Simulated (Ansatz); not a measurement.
`C[S][Al]([Cl])[Cl]` + `BO` → `B[O][Al]([Cl])[Cl]` + CH₃SH at 400 K and 1 bar (ligand exchange at the Al–S bond).

Calculated with Ansatz (gas phase, PBE0-D4/def2-TZVP geometries, no zero-point term in ΔE). CBS: MP2 limit from def2 TZ/QZ plus the TZ coupled-cluster correction, frozen cores. This one scheme is used for every species. Each species was taken in one conformer, which may not be the lowest.

```json
{"species": "`C[S][Al]([Cl])[Cl]`", "CCSD(T)/CBS energy (Eh)": "-1599.39326", "H − E (kJ/mol)": "146.4", "S (J/(mol·K))": "425.6"}
{"species": "`BO`", "CCSD(T)/CBS energy (Eh)": "-101.80414", "H − E (kJ/mol)": "108.2", "S (J/(mol·K))": "244.0"}
{"species": "`B[O][Al]([Cl])[Cl]`", "CCSD(T)/CBS energy (Eh)": "-1262.97636", "H − E (kJ/mol)": "107.8", "S (J/(mol·K))": "394.3"}
{"species": "CH₃SH", "CCSD(T)/CBS energy (Eh)": "-438.22835", "H − E (kJ/mol)": "138.7", "S (J/(mol·K))": "269.4"}
```

H − E and S are ideal-gas, rigid-rotor, harmonic terms from PBE0-D4/def2-TZVP, for one conformer and one mirror image of each species. 1 Eh = 2625.50 kJ/mol, R = 8.31446 J/(mol·K).

Question: By hand: ΔE, ΔH, ΔS and ΔG.

Answer: ΔE = (-1262.97636) + (-438.22835) − (-1599.39326) − (-101.80414) = -0.00731 Eh = -19.2 kJ/mol. Δ(H − E) = 107.8 + 138.7 − 146.4 − 108.2 = -8.1, so ΔH = -27.3 kJ/mol. ΔS = 394.3 + 269.4 − 425.6 − 244.0 = -5.9 J/(mol·K). ΔG = -27.3 − 400 × (-5.9)/1000 = -24.9 kJ/mol.

Question: By hand: the equilibrium constant, and the temperature at which ΔG would vanish if ΔH and ΔS stayed fixed.

Answer: log₁₀ K = −ΔG/(RT ln 10) = 3.3. ΔG = 0 at ΔH/ΔS = 4627 K, far beyond where these terms or the molecules hold.

The number of gas molecules stays the same, so ΔS is small and ΔH decides. A doubt of 5 kJ/mol in ΔE shifts log₁₀ K by 0.7 here. Other conformers and mirror images would add mixing entropy, several J/(mol·K) or more a flexible species. Modes under 60 cm⁻¹, often nearly free rotors, make the harmonic entropy too high. These are equilibria of isolated gas molecules and say nothing of rates. Largest T1 diagnostic: 0.014 (customary marks: 0.02 for closed shells, 0.045 for open ones).
